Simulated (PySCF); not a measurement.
Energy of Sn (tin, neutral) between two integer charges

The 5p alpha orbital of [Kr] 4d10 5s2 5p2 is emptied in steps (occupation f), with all orbitals relaxed, ending at [Kr] 4d10 5s2 5p1. All numbers are calculated (PySCF 2.14, scalar relativity through the core potential, in def2-TZVPPD with the def2 core potential (28 electrons)). The exact energy is a straight line in f; departures are measured from the line between the end points of the same method.

```csv
f,UHF (eV),LDA (eV),PBE (eV),PBE0 (eV),r2SCAN (eV),LC-wPBE (eV),BHandHLYP (eV),wB97X (eV),CAM-B3LYP (eV),TPSS (eV)
1,0.000,0.000,0.000,0.000,0.000,0.000,0.000,0.000,0.000,0.000
0.9,0.036,-0.294,-0.285,-0.206,-0.270,0.003,-0.134,-0.021,-0.111,-0.277
0.7,0.083,-0.692,-0.668,-0.481,-0.629,0.008,-0.315,-0.052,-0.260,-0.649
0.5,0.096,-0.829,-0.799,-0.572,-0.742,0.012,-0.376,-0.066,-0.311,-0.773
0.3,0.079,-0.701,-0.673,-0.479,-0.616,0.013,-0.317,-0.059,-0.262,-0.649
0.1,0.033,-0.301,-0.289,-0.205,-0.260,0.007,-0.136,-0.027,-0.113,-0.277
0,0.000,0.000,0.000,0.000,0.000,0.000,0.000,0.000,0.000,0.000
```

Task: For PBE0, how does the orbital energy at f = 1 compare with the removal energy?

Result: −ε = 5.021 eV against a total-energy difference of 7.304 eV. By Janak's theorem ε = ∂E/∂f, so the gap between them reflects the curvature. Along the path −ε is 5.474 (f = 0.9), 6.388 (f = 0.7), 7.307 (f = 0.5), 8.223 (f = 0.3), 9.129 (f = 0.1) eV.

```json
{"method": "UHF", "E(f=0) − E(f=1) (eV)": "6.851", "−ε at f=1 (eV)": "7.262", "−ε at f=0.5 (eV)": "6.840"}
{"method": "LDA", "E(f=0) − E(f=1) (eV)": "7.410", "−ε at f=1 (eV)": "4.158", "−ε at f=0.5 (eV)": "7.383"}
{"method": "PBE", "E(f=0) − E(f=1) (eV)": "7.257", "−ε at f=1 (eV)": "4.100", "−ε at f=0.5 (eV)": "7.243"}
{"method": "PBE0", "E(f=0) − E(f=1) (eV)": "7.304", "−ε at f=1 (eV)": "5.021", "−ε at f=0.5 (eV)": "7.307"}
{"method": "r2SCAN", "E(f=0) − E(f=1) (eV)": "7.400", "−ε at f=1 (eV)": "4.394", "−ε at f=0.5 (eV)": "7.439"}
{"method": "LC-wPBE", "E(f=0) − E(f=1) (eV)": "7.377", "−ε at f=1 (eV)": "7.405", "−ε at f=0.5 (eV)": "7.393"}
{"method": "BHandHLYP", "E(f=0) − E(f=1) (eV)": "7.167", "−ε at f=1 (eV)": "5.678", "−ε at f=0.5 (eV)": "7.160"}
{"method": "wB97X", "E(f=0) − E(f=1) (eV)": "7.097", "−ε at f=1 (eV)": "6.868", "−ε at f=0.5 (eV)": "7.077"}
{"method": "CAM-B3LYP", "E(f=0) − E(f=1) (eV)": "7.284", "−ε at f=1 (eV)": "6.058", "−ε at f=0.5 (eV)": "7.277"}
{"method": "TPSS", "E(f=0) − E(f=1) (eV)": "7.246", "−ε at f=1 (eV)": "4.171", "−ε at f=0.5 (eV)": "7.247"}
```

Reference removal energy between the ground levels: 7.344 eV (measured; NIST Atomic Spectra Database, ionization energies). The calculation has no spin-orbit coupling. UHF lacks correlation.
